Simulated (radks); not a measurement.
Isoelectronic series with 7 electrons, all held in the configuration [He] 2s2 2p3, which need not be the ground one along the series. Calculated with a radial shooting solver on a logarithmic mesh with Libxc functionals: Dirac Kohn-Sham, BLYP, spin-unpolarised, spherical densities, point nucleus; open shells are shared between the two j in proportion to 2j + 1. Total energies (hartree) and orbital eigenvalues (eV):

ion,E (hartree),2p3/2,2p1/2,2s1/2,1s1/2
N,-54.51832,-7.0568,-7.0762,-18.4467,-385.3624
F2+,-97.71252,-49.0106,-49.0984,-67.8613,-711.1126
Al6+,-223.42074,-216.5392,-217.1349,-250.9185,-1693.911
P8+,-305.98662,-341.4166,-342.6071,-383.9556,-2350.658
Cl10+,-401.75568,-493.6100,-495.7570,-544.7116,-3118.044
K12+,-510.78746,-673.1079,-676.6972,-733.3071,-3996.546
Sc14+,-633.15081,-879.9169,-885.5777,-949.9007,-4986.738
V16+,-768.92391,-1114.054,-1122.580,-1194.682,-6089.283
Mn18+,-918.19429,-1375.546,-1387.913,-1467.870,-7304.935
Co20+,-1081.05912,-1664.423,-1681.817,-1769.712,-8634.532
Cu22+,-1257.62549,-1980.725,-2004.556,-2100.482,-10079.00
Ga24+,-1448.01076,-2324.493,-2356.427,-2460.487,-11639.37
As26+,-1652.34298,-2695.776,-2737.753,-2850.059,-13316.75
Br28+,-1870.76139,-3094.628,-3148.891,-3269.565,-15112.35
Rb30+,-2103.41687,-3521.105,-3590.229,-3719.403,-17027.50
Nb34+,-2612.10470,-4457.190,-4565.221,-4711.840,-21222.25
